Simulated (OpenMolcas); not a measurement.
## How methods differ on CH7NSn (SMILES C[NH][SnH3])

The species is CH7NSn (10 atoms), meant as a singlet with charge 0. SMILES: `C[NH][SnH3]`. The shape is that of a PBE0-D4/def2-TZVP optimisation.

```xyz
10

C    -0.8984    0.7580   -0.8792
N    -0.3430   -0.5329   -0.5165
Sn    0.8973   -0.6294    1.0851
H    -1.6642    0.6376   -1.6527
H    -1.3968    1.2011   -0.0117
H    -0.1682    1.4946   -1.2475
H     0.0373   -1.0040   -1.3262
H     1.4517   -2.2390    1.1699
H    -0.0526   -0.1955    2.4337
H     2.2202    0.4584    0.9480
```

Quantity: the electronic atomisation energy, in eV. The values are calculated. Electronic energies at fixed atoms, without zero-point motion or spin-orbit coupling.

| level | kind | program | value (eV) | less CCSD(T)/def2-SVP | CPU time (all runs) |
| --- | --- | --- | --- | --- | --- |
| HF/def2-SVP (core potential) | Hartree–Fock | OpenMolcas | 22.06 | -7.44 | 14 s |
| SVWN5/def2-SVP (core potential) | LDA | OpenMolcas | 35.73 | +6.23 | 42 s |
| M06-L/def2-SVP (core potential) | meta-GGA | OpenMolcas | 31.31 | +1.81 | 82 s |
| TPSS/def2-SVP (core potential) | meta-GGA | OpenMolcas | 31.69 | +2.19 | 79 s |
| r2SCAN/def2-SVP (core potential) | meta-GGA | OpenMolcas | 31.08 | +1.58 | 87 s |
| B3LYP/def2-SVP (core potential) | global hybrid | OpenMolcas | 31.08 | +1.58 | 53 s |
| M06-2X/def2-SVP (core potential) | hybrid meta-GGA | OpenMolcas | 30.75 | +1.25 | 64 s |
| CCSD(T)/def2-SVP (core potential) | coupled cluster or CI | OpenMolcas | 29.50 | 0.00 | 2.1 min |

Differences are taken from CCSD(T)/def2-SVP (core potential) for orientation; it has basis-set and higher-order errors of its own. The values span 22.06 to 35.73 eV. In the correlated wave-function rows the outer d shell of Sn is correlated, in sets not made for it. Times are those of the runs behind each value, whatever else they computed, on shared processors of several kinds: orders of magnitude only.
